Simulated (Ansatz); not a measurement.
Ansatz (a program for electronic structure) input (CCSD(T)/aug-cc-pVDZ):

Ansatz 0.2 input:
```yaml
crystal:
  periodic: [false, false, false]
  atoms:
    - {symbol: Ga, position_ang: [0.18369121, 0.52465110, 0.34536702]}
    - {symbol: Br, position_ang: [2.13371611, -0.48025914, -0.77141374]}
    - {symbol: Br, position_ang: [-0.83212075, -1.15491298, 1.83090783]}
    - {symbol: Br, position_ang: [-1.46429329, 1.17048115, -1.36539060]}
basis:
  gaussian:
    orbitals: aug-cc-pVDZ
total_charge: -1
magnetization: {spin_polarized: true, initial_magnetization: 1}
correlation: {method: ccsd_t, electrons: outside_noble_gas}
output: {forces: true}
```

Output:

```
Functional definition: HF
integrals: 0.70 GiB planned
1589 factors; integrals over basis functions are off by at most 2.9e-4 eV
mean field: 2.61 GiB planned
mean field evaluation 1: about -262333.9009 eV, gradient 9.5e0 eV
mean field evaluation 2: about -262333.9180 eV, gradient 9.5e0 eV
mean field evaluation 4: about -262334.9979 eV, gradient 1.8e0 eV
mean field evaluation 8: about -262335.1046 eV, gradient 3.0e-3 eV
mean field evaluation 16: about -262334.9755 eV, gradient 1.8e0 eV
mean field evaluation 32: about -262331.3388 eV, gradient 1.3e0 eV
mean field evaluation 64: about -262330.9962 eV, gradient 7.3e-3 eV
mean field evaluation 96: about -262330.9962 eV, gradient 2.2e-3 eV
mean field -262335.10464713 eV, -9640.6372786617 hartree, gradient 2.7e-6 eV, S^2 0.757025; 0 other end points of the search recorded, 0 dependent functions left out
56 core orbitals not correlated
reference -262335.10464713 eV, -9640.6372786617 hartree; 13, 12 occupied and 75, 76 virtual orbitals, 1589 factors
densities: 1.67 GiB planned
second order -11.47119133 eV of doubles, -0.00000000 eV of singles
coupled cluster: 0.99 GiB planned
cycle   1  -12.12522844 eV  change   -6.5e-1 eV  update   8.0e-2
cycle   2  -12.35371496 eV  change   -2.3e-1 eV  update   2.5e-2
cycle   3  -12.40231516 eV  change   -4.9e-2 eV  update   1.3e-2
cycle   4  -12.39912532 eV  change    3.2e-3 eV  update   4.7e-3
cycle   5  -12.39777622 eV  change    1.3e-3 eV  update   2.1e-3
cycle   6  -12.39850834 eV  change   -7.3e-4 eV  update   8.0e-4
cycle   7  -12.39881167 eV  change   -3.0e-4 eV  update   3.1e-4
cycle   8  -12.39882562 eV  change   -1.4e-5 eV  update   1.1e-4
cycle   9  -12.39880662 eV  change    1.9e-5 eV  update   4.8e-5
cycle  10  -12.39879838 eV  change    8.2e-6 eV  update   1.9e-5
cycle  11  -12.39879963 eV  change   -1.2e-6 eV  update   7.2e-6
cycle  12  -12.39880065 eV  change   -1.0e-6 eV  update   2.6e-6
cycle  13  -12.39880161 eV  change   -9.6e-7 eV  update   9.2e-7
perturbative correction -0.37145495 eV, -0.0136507176 hartree
the calculation of the forces begins
Total energy: -262347.87490369 eV, -9641.1065769343 hartree
Atom 0 at     0.183691     0.524651     0.345367 Å, force     0.022444     0.064103     0.042199 eV/Å
Atom 1 at     2.133716    -0.480259    -0.771414 Å, force     0.034196    -0.027565    -0.026818 eV/Å
Atom 2 at    -0.832121    -1.154913     1.830908 Å, force    -0.022299    -0.040416     0.022752 eV/Å
Atom 3 at    -1.464293     1.170481    -1.365391 Å, force    -0.034341     0.003879    -0.038133 eV/Å
Dipole moment:     0.045431     0.129757     0.085417 e Å
```
